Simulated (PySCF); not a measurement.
A run for PySCF: R-HF/3-21G on C2H6Si (SMILES C[Si]C), 2S+1 = 1, a spin state set in the input, which need not be the lowest.

```python
from pyscf import gto, scf, dft, mp
from pyscf.data.elements import chemcore

mol = gto.M(
    atom='''
    C     1.41354259   -0.24759947    0.49862423
    Si    0.03137358    0.33290770   -0.67691889
    C    -1.45488830   -0.19112335    0.39345417
    H     1.47087414   -1.34072610    0.38839649
    H     2.39550506    0.15470749    0.24779410
    H     1.19865776   -0.05412785    1.55406134
    H    -1.31229954   -1.15173472    0.89788303
    H    -2.40002675   -0.20268754   -0.15023372
    H    -1.54386651    0.56619790    1.18649281
    ''',
    basis='3-21g',
    charge=0, spin=0, verbose=3, max_memory=1800)
mf = scf.RHF(mol)
mf.conv_tol = 1e-8
mf.max_cycle = 100
mf.kernel()
if not mf.converged:
    mf = mf.newton().run(mf.mo_coeff, mf.mo_occ)
```

### Question
What total energy does the run end on?

### Answer
-366.1649 hartree.
